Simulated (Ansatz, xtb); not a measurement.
## A geometry optimisation of C2H7ClGaN with r2SCAN-D4/def2-SVP

The starting geometry of this gas-phase singlet was built from a drawn formula by distance geometry; its bonds are those of `N[CH2][GaH][CH2]Cl`.

| atom | x (Å) | y (Å) | z (Å) |
| --- | --- | --- | --- |
| C | -0.5936 | -0.6096 | 0.3024 |
| C | 2.3070 | -1.8504 | 1.1144 |
| Cl | 3.5107 | -0.5675 | 0.7162 |
| Ga | 0.6547 | -1.8892 | -0.1212 |
| N | -0.4547 | 0.4429 | -0.6846 |
| H | 0.0099 | 1.3404 | -0.3016 |
| H | -1.3778 | 0.6630 | -1.0690 |
| H | -0.1768 | -0.1738 | 1.3108 |
| H | -1.6491 | -0.7292 | 0.5029 |
| H | 0.3847 | -3.0706 | -0.9972 |
| H | 1.8035 | -1.6437 | 2.0655 |
| H | 2.6823 | -2.8645 | 1.1137 |

Predict what becomes of its bonds when it is optimised with r2SCAN-D4/def2-SVP.

A new bond forms, giving a structure given below by its coordinates. Contacts that close: Ga4–N5 (2.64 → 2.13 Å).

The energy falls by 1.34 eV over 19 steps:

| step | E − E(last) (eV) |
| --- | --- |
| 1 | 1.339 |
| 3 | 0.410 |
| 5 | 0.211 |
| 7 | 0.120 |
| 9 | 0.072 |
| 11 | 0.037 |
| 13 | 0.009 |
| 15 | 0.001 |
| 17 | 0.000 |
| 19 | 0.000 |

Final geometry (Å):

```xyz
12

C    -0.8205   -0.3977    0.6109
C     2.1988   -1.7646    0.9277
Cl    2.5265   -0.0464    1.4372
Ga    0.3344   -1.9439    0.2448
N    -0.0125   -0.0249   -0.6035
H     0.7369    0.6324   -0.3822
H    -0.5439    0.2969   -1.4104
H    -0.6625    0.2928    1.4490
H    -1.8848   -0.4773    0.3581
H    -0.1263   -3.1213   -0.6665
H     2.3939   -2.3872    1.8137
H     2.9611   -2.0111    0.1737
```

From the same start GFN2-xTB ends elsewhere, differing in Cl3–Ga4 (2.41 against 3.13 Å here), Ga4–N5 (2.64 against 2.13 Å here).

No frequencies were run, so the end isn't proven a minimum. Run with Ansatz 0.2.0, 40 s on 2 threads of Intel(R) Xeon(R) 6975P-C (Granite Rapids), with other jobs on the host.
